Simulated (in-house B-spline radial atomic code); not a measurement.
## Ionising Nd³⁺ with different functionals

Computed with an all-electron radial atomic-structure program (B-spline basis): four-component Dirac-Coulomb Hamiltonian, Fermi nucleus of rms radius 4.9123 fm, spin-restricted, spherical fractional occupations for the functionals, and exact exchange of hybrids averaged over the configuration. The ionisation energy is the difference of two self-consistent energies, [Xe] 4f3 → [Xe] 4f2, without Breit or QED terms; ε is the level of the shell that loses the electron (mean over j). The electron is taken from both j subshells in proportion to 2j + 1, so the result is a j average, not the step between ground levels.

```json
{"method": "B97-1", "rung": "global hybrid", "ΔSCF (eV)": "39.58", "-ε(4f) (eV)": "32.93"}
{"method": "B3LYP", "rung": "global hybrid", "ΔSCF (eV)": "?", "-ε(4f) (eV)": "?"}
{"method": "CAM-B3LYP", "rung": "range-separated hybrid", "ΔSCF (eV)": "39.61", "-ε(4f) (eV)": "34.85"}
{"method": "wB97X", "rung": "range-separated hybrid", "ΔSCF (eV)": "?", "-ε(4f) (eV)": "?"}
```

Task: What does wB97X give?

Result: ΔSCF 39.46 eV, and -ε(4f) = 35.76 eV.

Task: What does B3LYP give?

Result: ΔSCF 39.68 eV, and -ε(4f) = 32.91 eV.

Task: Among the functionals, which spreads more, the ΔSCF values or the orbital energies?

Result: The orbital energies: ΔSCF values span about 0.23 eV and the orbital energies 2.85 eV; here energy differences depend much less on the functional than eigenvalues do.

Task: How do they compare with the NIST value?

Result: NIST lists 40.60 eV ± 0.04 (semi-empirical, ground level to ground level). Errors run from -1.14 to -0.92 eV. The correlated functionals all miss on the same side by more than they spread, so the cause is common to them (Breit-QED terms, spin polarisation, the choice among j levels, multiplet and fine-structure energies, or a listed next ion that isn't the cheapest removal here) and closeness doesn't rank the functionals.
